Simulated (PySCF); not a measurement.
**Static response to an electric field**

C5H7F3Se.
Geometry (PBE0-D3(BJ)/def2-SVP, Å), atoms numbered from 1 in this order:
```xyz
16
C5H7F3Se angstrom
C     -2.426   -0.359    0.215
C     -1.011    0.040    0.570
C     -0.136    0.548   -0.533
Se    -0.660    0.776   -2.201
C      1.285    0.849   -0.133
C      2.204   -0.356   -0.198
F      2.272   -0.872   -1.421
F      3.439   -0.009    0.168
F      1.805   -1.334    0.628
H     -2.433   -1.168   -0.530
H     -2.961   -0.705    1.112
H     -2.980    0.486   -0.220
H     -0.469   -0.802    1.042
H     -1.010    0.824    1.353
H      1.335    1.215    0.906
H      1.720    1.607   -0.797
```

Level: wB97X-D/def2-SVPD (PySCF), static field, nuclei fixed, core orbitals frozen in the response. The polarisability tensor in these axes (au):

```
x    96.10   1.75   5.73
y     1.75  74.12  -8.07
z     5.73  -8.07 104.11
```

Question: Diagonalise the tensor; give its mean and Δα, where Δα² is half the sum of the squared differences of the eigenvalues.

Answer: Principal values 71.68, 94.31 and 108.34 au; mean 91.44 au = 13.55 Å³ = 15.08 × 10⁻⁴⁰ C²·m²/J; Δα = 32.04 au (35 % of the mean).

Question: What is the dipole moment, and where does it point?

Answer: (-1.00, 1.05, 2.26) D, 2.69 D in size, pointing from the negative to the positive side. Measured along this direction, the outermost atoms are F7 at the negative end and H14 and H11 at the positive end.

Question: In TDDFT the mean static polarisability is Σ f/ω² over all singlet excitations (ω in hartree). How much of it do the 10 lowest give? Their energies (eV) and oscillator strengths: 2.12, 0.0000; 5.08, 0.2368; 5.71, 0.0017; 6.01, 0.0320; 6.25, 0.0573; 6.81, 0.0024; 7.08, 0.0651; 7.08, 0.0078; 7.14, 0.0146; 7.37, 0.0200.

Answer: They add up to 10.18 au, 11.1 % of the 91.44 au; the largest single term is 6.79 au, from the state at 5.08 eV. Terms in order: 0.00, 6.79, 0.04, 0.66, 1.09, 0.04, 0.96, 0.12, 0.21, 0.27 au. Higher excitations give the rest. The strengths listed sum to 0.438.

Question: What molar refraction does this α imply?

Answer: Lorentz–Lorenz: R = (4π/3)N_A α = 2.5225 cm³/(mol·Å³) × 13.55 Å³ = 34.2 cm³/mol, in the limit of long wavelengths.

Question: Along which axes do the principal values lie, and how far do the nuclei extend along each?

Answer: Largest value along (0.39, -0.19, 0.90), where the nuclei span 3.92 Å; middle along (0.91, 0.22, -0.35), 6.31 Å; least along (-0.13, 0.96, 0.26), 2.77 Å. The strongest response doesn't lie along the longest of the three spans.

Question: In a dilute gas of rigid molecules at 298 K, how does the orientational term μ²/3kT compare with the electronic polarisability?

Answer: In Gaussian units μ²/3kT = 58.47 Å³ against 13.55 Å³, a ratio of 4.31; the Debye molar polarisation (4π/3)N_A(α + μ²/3kT) is 181.7 cm³/mol, leaving out the vibrational part.

Question: What would n − 1 = 2πNα be for an ideal gas of these molecules at 273.15 K and 1 atm, electronic part alone?

Answer: N = p/kT = 2.6868 × 10¹⁹ cm⁻³, so n − 1 = 2π × N × 13.55 × 10⁻²⁴ cm³ = 2287 × 10⁻⁶ at long wavelengths, for an ideal gas.

The structure is a single PBE0-D3(BJ)/def2-SVP conformer in the gas phase; no vibrational or solvent corrections. The calculation is non-relativistic, for selenium too.
